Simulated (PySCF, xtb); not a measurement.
C₂H₃O₃, SMILES COC(=O)[O] (connectivity only; charge and spin as stated), charge -1, multiplicity 1.

Harmonic wavenumbers (cm⁻¹) from GFN2-xTB in xtb 6.7.1 at its own minimum, in rising order: 128, 133, 328, 509, 625, 735, 738, 1080, 1142, 1148, 1305, 1390, 1480, 1501, 1905, 2834, 2868, 2893.

Problem. What does PBE-D3(BJ)/def2-SVPD in PySCF give at its own minimum? (An estimate is asked for; the answer gives what the named calculation found.)

Solution. 103, 160, 305, 526, 627, 765, 780, 1065, 1125, 1132, 1259, 1373, 1380, 1417, 1751, 2891, 2948, 2974. Paired by order, the mean absolute difference is 46 cm⁻¹ and the zero-point energies are 32.5 and 32.3 kcal/mol.
